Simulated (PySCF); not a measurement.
Si(Cl)3(NCO) (CCl₃NOSi), SMILES Cl[Si](N=C=O)(Cl)Cl.

Geometry: PBE0-D3(BJ)/def2-SVP. One conformer was computed; it need not be the lowest.

Level of theory: M06-2X/def2-TZVP (PySCF).

Symmetry labels are those of the subgroup Cs that the program uses (full group C3v).

Computed valence orbital energies around the gap with their symmetry:
| orbital | symmetry | energy (eV) |
|---|---|---|
| HOMO−7 | A' | -12.01 |
| HOMO−6 | A" | -11.98 |
| HOMO−5 | A' | -11.98 |
| HOMO−4 | A" | -11.52 |
| HOMO−3 | A' | -11.52 |
| HOMO−2 | A" | -10.90 |
| HOMO−1 | A" | -10.74 |
| HOMO | A' | -10.74 |
| LUMO | A' | 0.62 |
| LUMO+1 | A' | 0.66 |
| LUMO+2 | A" | 0.66 |
| LUMO+3 | A' | 1.51 |
